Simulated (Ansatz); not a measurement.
Isolated molecules relaxed with PBE0-D4/def2-TZVP in Ansatz; ΔE leaves out vibrations. CCSD(T)/CBS adds triple-zeta CCSD(T) − MP2 to the extrapolated MP2 energy (def2 sets, frozen cores). This one scheme is used for every species. Functionals use def2-TZVPP. HSE06 is defined as in plane-wave codes. Open shells (•) are unrestricted, without spin–orbit coupling. Each species was taken in one conformer, which may not be the lowest.

Consider the homolysis of the C–Si bond: `F[SiH2]CC[SiH3]` → `[CH2]C[SiH2]F`• + `[SiH3]`•.

`F[SiH2]CC[SiH3]`:

```xyz
14

F    -0.326    0.075    2.652
Si    0.925   -0.168    1.677
C     0.708    0.875    0.148
C    -0.635    0.728   -0.581
Si   -0.943   -0.932   -1.410
H     2.153    0.235    2.409
H     0.972   -1.620    1.376
H     1.544    0.638   -0.523
H     0.861    1.918    0.451
H    -1.465    0.921    0.107
H    -0.716    1.489   -1.365
H     0.208   -1.281   -2.289
H    -2.175   -0.855   -2.239
H    -1.112   -2.022   -0.413
```

`[CH2]C[SiH2]F`•:

```xyz
10

C     0.412    0.598    1.304
C     0.644   -0.418    0.262
Si   -0.682   -0.137   -1.038
F    -0.540   -1.189   -2.244
H    -0.278    0.413    2.116
H     0.845    1.586    1.223
H     1.625   -0.315   -0.213
H     0.549   -1.439    0.642
H    -2.026   -0.322   -0.439
H    -0.549    1.223   -1.613
```

`[SiH3]`•:

```xyz
4

Si    0.307   -0.122    0.068
H     0.206    1.220    0.698
H    -0.686   -1.064    0.645
H     0.172   -0.035   -1.410
```

| level | ΔE (kcal/mol) | difference from CCSD(T)/CBS |
| --- | --- | --- |
| LDA (SPW92) | 92.9 | 7.0 |
| revPBE-D4 | 79.3 | -6.6 |
| r2SCANh-D4 | 77.4 | -8.5 |
| HSE06-D4 | 81.6 | -4.3 |
| CAM-B3LYP-D4 | 82.0 | -3.9 |
| r2SCAN | 76.4 | -9.5 |
| PBE0 | 79.3 | -6.6 |
| r2SCAN0 | 76.8 | -9.1 |
| HSE06 | 79.4 | -6.5 |
| BHLYP | 77.4 | -8.5 |
| CAM-B3LYP | 79.6 | -6.3 |
| RPA@PBE/def2-TZVPP | 81.2 | -4.7 |
| HF/def2-SVP | 59.9 | -26.0 |
| CCSD(T)/def2-SVP | 81.5 | -4.4 |
| SCS-MP2/def2-TZVPP | 86.3 | 0.4 |
| CCSD/def2-TZVPP | 81.3 | -4.6 |
| CCSD(T)/CBS | 85.9 | 0 |

Largest T1 diagnostic among the species: 0.015.

From PBE to PBE0 (25 % exact exchange), in def2-TZVPP and without D4, ΔE moves by +0.9 kcal/mol. The D4 term adds +4.1 kcal/mol with B3LYP and +2.3 kcal/mol with PBE0; it sums over pairs of atoms, weighted by their polarisabilities, and B3LYP, whose exchange is more repulsive, gets the larger term. In def2-TZVPP, CCSD(T) changes the Hartree–Fock value by +24.6 kcal/mol (the triples alone add +2.0 kcal/mol) and MP2 by +28.1 kcal/mol; breaking electron pairs costs correlation energy, which Hartree–Fock lacks.

B3LYP here is the variant with VWN-RPA as its local correlation; programs differ in this.
